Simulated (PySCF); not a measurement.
Run record: geometry optimisation, `B(C)Br` (CH4BBr).

Computed with PBE0-D3(BJ)/def2-SVP geometry optimisation, gas phase (PySCF 2.14.0). Start geometry: GFN2-xTB. The command runs a driver script over a list of jobs; the input below is this job's line of settings and its coordinates in Å.

Command:
```bash
OMP_NUM_THREADS=1 python probes_run.py task.json out
```

Input:
```
{"job": {"xc": "PBE0", "basis": "def2-SVP", "d3": "d3bj", "grid": 1, "shake": 0.01, "kind": "geom"}, "charge": 0, "multiplicity": 1}
C     -0.680610    -0.194250     0.076660
B      0.764460     0.343460    -0.097330
Br     2.180270    -0.845160    -0.198240
H     -1.120950     0.248730     0.970770
H     -1.332130     0.173300    -0.759390
H     -0.798550    -1.247140     0.121350
H      1.021460     1.491960    -0.163760
```

Question: Give the output.

Answer: 
```
step   0  E = -2638.80569438  max force = 0.028072
step   1  E = -2638.80895767  max force = 0.007847
step   2  E = -2638.80900611  max force = 0.001611
step   3  E = -2638.80903808  max force = 0.001307
step   4  E = -2638.80904623  max force = 0.000237
optimisation converged
```

Energies in Eh; «max force» is the largest Cartesian gradient component in Eh/bohr.

Question: How much energy does the optimisation release, in eV?

Answer: E(step 0) − E(last step) = 0.003352 Eh, which is 0.091 eV.

Question: Give the first gradient maximum in eV/Å.

Answer: With 1 Eh/bohr = 51.422 eV/Å, 1.444 eV/Å.

In short: final energy -2638.80905 Eh after 4 steps; dipole 1.41 D.

Question: Where do the atoms end?

Answer: 0.044 Å rms from the input after alignment:
```
atom  x, y, z in Å
C1    -0.7318   -0.3395   -0.1806
B2     0.7439    0.1361   -0.2562
Br3    2.2007   -1.0968   -0.3510
H4    -1.2244    0.1330    0.6875
H5    -1.2679    0.0565   -1.0625
H6    -0.8729   -1.4274   -0.1349
H7     1.0552    1.3016   -0.2687
```

Question: How long does this job take on one thread of an Arm Neoverse N1, no GPU, shared host with 64 logical CPUs at a one-minute load of 60? And the peak memory of the process?

Answer: About 17 s, with 0.33 GiB resident at the peak, the Python interpreter and its libraries included.
Labels such as C1 count atoms from 1, the log's own numbers from 0.
